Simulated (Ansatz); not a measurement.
CH₆S₂Si (`CS[SiH2]S`). The species carries charge 0 and has multiplicity 1. The geometry is a stationary point of PBE0-D4/def2-TZVP. It is one conformer, not always the lowest.

```xyz
10

C    -0.215   -1.228    1.188
S    -1.385   -0.435    0.049
Si   -0.220    1.218   -0.580
S     1.634    0.667   -1.490
H     0.729   -1.435    0.685
H    -0.669   -2.168    1.501
H    -0.043   -0.605    2.065
H     0.213    2.066    0.560
H    -1.101    1.970   -1.506
H     1.058   -0.048   -2.472
```

(1) What is the dipole moment at r2SCAN/def2-TZVPP? (An estimate is asked.)

(2) And with PBE, B3LYP, ωB97M-V? (Best estimate.)

(3) Give the Mulliken charges with r2SCAN, ωB97M-V, PBE in def2-TZVPP. (Estimate.)

Results:

(1) Computed: 0.96 D, with components (0.23, -0.74, 0.55) D in this frame, pointing from negative to positive charge.

(2) Ansatz gave: PBE 0.93 D, B3LYP 0.88 D, ωB97M-V 0.87 D.

(3) The calculation gave: 
| atom | r2SCAN | ωB97M-V | PBE |
| --- | --- | --- | --- |
| C1 | -0.15 | -0.35 | -0.25 |
| S2 | -0.22 | -0.16 | -0.19 |
| Si3 | 0.38 | 0.23 | 0.29 |
| S4 | -0.27 | -0.25 | -0.25 |
| H5 | 0.09 | 0.14 | 0.12 |
| H6 | 0.09 | 0.14 | 0.12 |
| H7 | 0.09 | 0.15 | 0.13 |
| H8 | -0.07 | -0.01 | -0.05 |
| H9 | -0.06 | -0.01 | -0.04 |
| H10 | 0.12 | 0.12 | 0.12 |

B3LYP here is the variant with VWN-RPA as its local correlation; programs differ in this.
